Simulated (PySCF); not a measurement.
## Working out the ionisation energy of Cu⁺

Cu⁺ [Ar] 3d10 (1S) → Cu²⁺ [Ar] 3d9 (2D). Calculation: PySCF 2.14, in aug-cc-pwCVTZ-PP with ECP10MDF (8s8p7d4f3g, 122 functions); scalar relativity through the core potential. Frozen: nothing. Energies in hartree (1 hartree = 27.21139 eV):

| part | Cu⁺ (lower) | Cu²⁺ (upper) |
| --- | --- | --- |
| UHF | -195.933940 | -195.304927 |
| MP2 opposite-spin | -0.679030 | -0.579880 |
| MP2 same-spin | -0.310658 | -0.249950 |

**Question.** What does Hartree-Fock give?

**Answer.** (-195.304927) − (-195.933940) = 0.629013 hartree = 17.116 eV.

**Question.** What do MP2 and SCS-MP2 (6/5 opposite-spin, 1/3 same-spin) give?

**Answer.** The opposite-spin parts differ by 2.698 eV and the same-spin parts by 1.652 eV. MP2: 17.116 + (2.698) + (1.652) = 21.466 eV. SCS-MP2: 17.116 + 1.2 × (2.698) + (1.652)/3 = 20.904 eV.

Reference: 20.292 eV (measured; NIST Atomic Spectra Database, ionization energies), between the lowest levels; spin-orbit coupling is absent from the calculation.

What remains against the reference includes basis incompleteness and correlation beyond second order.
